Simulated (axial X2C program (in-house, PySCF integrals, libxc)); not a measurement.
# Correcting the dissociation energy of InAs for spin–orbit coupling

A spin-free PBE0 curve (one-electron X2C) was computed with an in-house relativistic program for diatomic molecules, basis In dyall-cv3z [11s12p9d4f1g], As dyall-cv3z [9s9p6d4f1g] (cores contracted in-house), for the state M_S = 1, Λ = 0 (beyond evenly filled blocks: π+α, π-α). It gives D0 = 1.836 eV to In + As, which in a spin-free picture are the weighted means of the ground terms.

Measured levels of the ground terms (NIST Handbook of Basic Atomic Spectroscopic Data), in cm⁻¹: In 2P: J = 1/2 at 0, J = 3/2 at 2212.6; As 4S: J = 3/2 at 0.

The molecular state has Λ = 0, so it has no first-order lowering.

How far does each ground level lie under the (2J+1)-weighted mean of its term?

In: (2 × 0 + 4 × 2212.6)/6 = 1475 cm⁻¹; As: a single level, 0.

Correct D0.

D0 = 1.836 + (0 − 1475)/8065.5 = 1.653 eV at PBE0 with these spin–orbit terms.

Second-order spin–orbit effects in the molecule, which grow quickly with Z, are left out. One determinant describes the state; a PBE0 search over occupations chose it and may have missed a lower one. Dissociation energies refer to the lowest single-determinant-based atoms at the same level and basis. PBE0 can misorder states that lie within some tenths of an eV, so this need not be the ground state of the molecule. The nearest other spin-free determinant of the search, M_S = 1, Λ = 1, lies 0.42 eV up at the distance of the search.
